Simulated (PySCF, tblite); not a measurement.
One entry of a table of gas-phase calculations, keyed by method. Lists by class give the value and the number of equivalent atoms.

```json
{
 "formula": "C5H15N3Si",
 "smiles": "C=C(C)CN[Si@H](N)NC",
 "inchi": "InChI=1S/C5H15N3Si/c1-5(2)4-8-9(6)7-3/h7-9H,1,4,6H2,2-3H3/t9-/m1/s1",
 "charge": 0,
 "multiplicity": 1,
 "geometry_level": "GFN2-xTB",
 "atoms_angstrom": [
  ["C", 2.581, 0.907, -0.968],
  ["C", 2.48, -0.223, -0.289],
  ["C", 3.645, -1.14, -0.058],
  ["C", 1.18, -0.699, 0.313],
  ["N", 0.126, 0.275, 0.264],
  ["Si", -1.526, -0.168, 0.129],
  ["N", -1.668, -0.926, -1.42],
  ["N", -2.4, 1.305, 0.283],
  ["C", -3.832, 1.324, 0.146],
  ["H", 1.726, 1.538, -1.129],
  ["H", 3.515, 1.232, -1.392],
  ["H", 4.519, -0.804, -0.608],
  ["H", 3.396, -2.152, -0.376],
  ["H", 3.892, -1.178, 1.003],
  ["H", 1.375, -1.032, 1.346],
  ["H", 0.844, -1.581, -0.24],
  ["H", 0.342, 1.078, 0.833],
  ["H", -2.044, -1.013, 1.224],
  ["H", -2.572, -1.246, -1.724],
  ["H", -0.956, -1.568, -1.727],
  ["H", -1.984, 2.125, -0.132],
  ["H", -4.163, 1.264, -0.899],
  ["H", -4.246, 2.234, 0.585],
  ["H", -4.242, 0.467, 0.677]
 ],
 "electronic_structure_code": "PySCF",
 "results": {
  "GFN2-xTB geometry": {
   "point_group": "C1",
   "rotational_constants_GHz": [3.315, 0.559, 0.533]
  },
  "PBE0/pcSseg-1 ground state and GIAO shieldings, non-relativistic": {
   "dipole_D": 0.79,
   "homo_eV": -6.46,
   "lumo_eV": 0.64,
   "shift_vs_computed_TMS_C_by_class_ppm": [
    [154.8, 1],
    [115.2, 1],
    [50.2, 1],
    [29.4, 1],
    [23.9, 1]
   ],
   "shift_vs_computed_TMS_H_by_class_ppm": [
    [5.7, 1],
    [5.32, 1],
    [5.29, 1],
    [3.57, 1],
    [2.84, 1],
    [2.75, 3],
    [1.79, 3],
    [0.64, 2],
    [0.16, 1],
    [0.01, 1]
   ],
   "shielding_other_nuclei_by_class_ppm": [
    ["N", 229.0, 1],
    ["N", 237.1, 1],
    ["N", 241.0, 1],
    ["Si", 382.2, 1]
   ],
   "charges_hirshfeld_e_by_atom": [-0.13, 0.01, -0.12, -0.02, -0.23, 0.42, -0.33, -0.25, -0.07, 0.03, 0.04, 0.05, 0.04, 0.04, 0.03, 0.04, 0.11, -0.11, 0.11, 0.11, 0.11, 0.03, 0.04, 0.04]
  },
  "GFN2-xTB harmonic vibrations, gas phase": {
   "strongest_ir_bands_cm-1_km_per_mol_modes": [
    [481.8, 158.8, 1],
    [547.9, 149.7, 1],
    [889.7, 106.6, 1],
    [908.8, 153.3, 1],
    [1163.5, 179.5, 1],
    [2121.0, 341.3, 1]
   ],
   "zpe_kcal_per_mol": 125.9
  }
 }
}
```

The rotational constants make it an asymmetric top with κ = (2B − A − C)/(A − C) = -0.98, nearer the prolate limit (−1). With B = h/(8π²I), that is 505.379 GHz u Å² over I, the principal moments of inertia are 152.4, 903.5 and 947.7 u Å² (most abundant isotopes). In atomic units the dipole is 0.31 e·bohr (1 au = 2.5417 D).

One conformer (not necessarily the lowest) at the GFN2-xTB geometry, without solvent or vibrations. NMR classes are plain means over equivalent atoms (diastereotopic ones count apart unless rotation or inversion swaps them), as if these changed places fast; in this geometry the members of some classes differ.

For the NMR shielding job (PBE0/pcSseg-1), time: 1.7 min of wall time; peak memory 1.1 GiB. Hardware: one thread of an Arm Neoverse N1, no GPU, on a shared host.
